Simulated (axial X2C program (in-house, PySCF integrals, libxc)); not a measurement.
# HWH⁻: properties at the nuclei

Computed with an in-house all-electron X2C program for linear molecules (integrals from PySCF): two-component X2C with atomic mean-field Coulomb and Gaunt terms, Gaussian nuclei, basis H dyall-v3z, W dyall-v3z with contracted cores.

H–W–H held linear, with bonds 1.859 and 1.859 Å (near the PBE0 minimum at charge -1 of the determinant lowest at the starting distance; the state shown can have its own minimum elsewhere, held linear; other orders of the atoms were not compared).

Determinant lowest in the PBE0 search, Ω = 5/2 (⟨Sz⟩ = 2.46, ⟨Lz⟩ = 0.04 at PBE0), spin on the atoms H -0.07, W 2.61, H -0.07:

| level | A∥/gI H (MHz) | qzz H (a.u.) | A∥/gI W (MHz) | qzz W (a.u.) |
| --- | --- | --- | --- | --- |
| PBE0 | 0.404 | 0.08 | 1050 | -9.76 |
| HF | -1.17 | 0.08 | 688 | -10.77 |
| r2SCAN | 0.119 | 0.08 | 1380 | -9.70 |

A∥ (defined per Ω) follows by multiplying with gI = μI/(I μN); qzz is the electric field gradient, eQq0 = 234.96 MHz × Q/barn × qzz. The operators were transformed with the bare-nucleus X2C matrices; with these basis sets, hyperfine constants and field gradients can be off by tens of per cent, and where levels differ in sign neither size nor sign is settled.

The molecule was held linear; bending was not examined, so a bent shape may lie lower.

Each state is one determinant with collinear spin, which with several unpaired electrons need not be a pure state. Unrestricted Hartree–Fock can overshoot spin polarisation at the nuclei. For an anion, determinants above electron detachment, or with a positive highest level, are held by the basis set. This is the top spin component of a Σ state; components of lower Ω are not single determinants and can lie lower. With several open shells hyperfine constants can be off by a factor of several. The search compared states at one distance, so a state with another bond length can lie lower. Further determinants of the search, some of them spin-mixed, are not shown. Where a field gradient or hyperfine factor spreads by more than a factor of two over the levels, a constant derived from it is not to be relied on.
